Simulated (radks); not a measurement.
The numbers below are computed, except where a source is named.
Problem. All-electron atom: Eu33+ in [Ar] 3d10 4s2 (the NIST ground configuration). Code: a radial shooting solver on a logarithmic mesh with Libxc functionals. Model: scalar-relativistic Kohn-Sham, exchange-only LDA, spin-polarised, spherical densities, point nucleus. Some entries of the table are withheld. Estimate them.

orbital,occ.,eigenvalue (eV),<1/r> (bohr^-1)
1s,2,-49627.79,70.18
2s,2,-9212.261,(1)
2p,6,-8354.653,15.26
3s,2,(2),6.066
3p,6,-2685.143,5.727
3d,10,-2336.000,5.448
4s,2,-1391.672,(3)
4p,0,-1290.719,2.785
5s,0,-809.9386,1.736

Solution. 
(1) 2s <1/r> (bohr^-1): 16.29
(2) 3s eigenvalue (eV): -2952.733
(3) 4s <1/r> (bohr^-1): 2.932
